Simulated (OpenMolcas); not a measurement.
Mn4+: moving the ligands

Mn4+ with 6 ligands (fluoride) in octahedral coordination (Oh) at 1.84 Å. A charge of +0.333 e stands 3.2 Å behind each ligand. Ligand basis ANO-RCC-VDZP.

- Program: OpenMolcas 26.06
- Method: SS-CASPT2, IPEA 0.25 Eh, imaginary shift 0.1 Eh (closed shells correlated: 3s 3p and the ligand valence shells)
- Basis: ANO-RCC-VDZP [5s4p2d1f]
- Scalar Hamiltonian: DKH2, point nucleus
- Active space: 3 electrons in 5 orbitals (3d)
- State averaging: 2S+1 = 4 even, 10 roots; 2S+1 = 2 even, 40 roots
- Spin-orbit coupling: RASSI with atomic mean-field integrals over the reference wave functions

Runs around this geometry, states (labels of O, the rotations of Oh). Energies in cm-1 above the lowest state or level, χT in cm3 K/mol.

```tsv
R (Å)	Ground state	First state of that spin	First gap with spin-orbit (degeneracies)	χT at 300 K	First state of another spin
1.74	4A2	4T2 29150	15030 (4, 4)	1.845	2E 15040
1.84	4A2	4T2 25070	14830 (4, 4)	1.838	2E 14850
1.9	4A2	4T2 23430	14670 (4, 4)	1.835	2E 14690
```

Taking the first state of the same spin as R^-n, n = -ln(23430 / 29150) / ln(1.9 / 1.74) = 2.5 between the shortest and longest distance.

Roots that are degenerate in the reference are averaged as groups; the widest CASPT2 spread within a group is 620 cm-1 (the 3-fold group of multiplicity 2 near 56200 cm-1 above the lowest state of its run, R = 1.9). Shifts and gaps below about the spread of the groups concerned are not significant. Over all roots computed the reference weight is 0.68 to 0.70 in R = 1.74, 0.67 to 0.69 in R = 1.84, 0.66 to 0.68 in R = 1.9; a low but even weight reflects the number of correlated electrons. Ligand-to-metal charge-transfer states are missing. With no ligand orbital active B as a rule stays too high, so bands that hang on it stand too high and its fall with covalency is understated. With one d shell and no ligand orbital active, 10Dq can be off by a tenth or more. The least metal-like active orbital is 79 % on the metal (Löwdin) and no ligand orbital is active, so the numbers are rough (holds for R = 1.74). The least metal-like active orbital is 80 % on the metal (Löwdin) and no ligand orbital is active, so the numbers are rough (holds for R = 1.84; R = 1.9). These CASPT2 states fit no ligand-field parameters well, so their order and spin gaps are uncertain (holds for R = 1.9). No measured value stands beside these numbers; the geometry was imposed, not optimised, and the real ion may take another.
